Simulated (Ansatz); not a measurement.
**Worked example: KCl + C2H4S → KSH + C2H3Cl**

Species: KCl, singlet; C2H4S `C=CS`, singlet; KSH `[SH][K]`, singlet; C2H3Cl `C=CCl`, singlet. The partners trade Cl for SH: K–Cl and C–SH bonds give way to K–SH and C–Cl.

Shapes, held fixed at every level: PBE0-D4/def2-TZVP. Flexible molecules stand in one conformer, not always the lowest. Programs: Ansatz 0.2.0. Electronic energies: no zero-point or thermal term.

At CCSD(T)/def2-TZVPP; 1 Eh = 2625.50 kJ/mol:

| species | energy (Eh) |
| --- | --- |
| KCl | -1059.140278 |
| C2H4S | -476.174603 |
| KSH | -997.707983 |
| C2H3Cl | -537.569288 |

Q: Work out ΔE of the reaction at this level.

A: 
1. Products less reactants: (-997.707983) + (-537.569288) − [(-1059.140278) + (-476.174603)] = 0.037610 Eh = +98.7 kJ/mol.

Other levels give +96.7 (PBE-D4/def2-TZVPP) to +110.5 kJ/mol (HF/def2-TZVPP). No measured value is set beside it here. Correlated rows may include outer-core shells of K, which these sets cover unevenly.
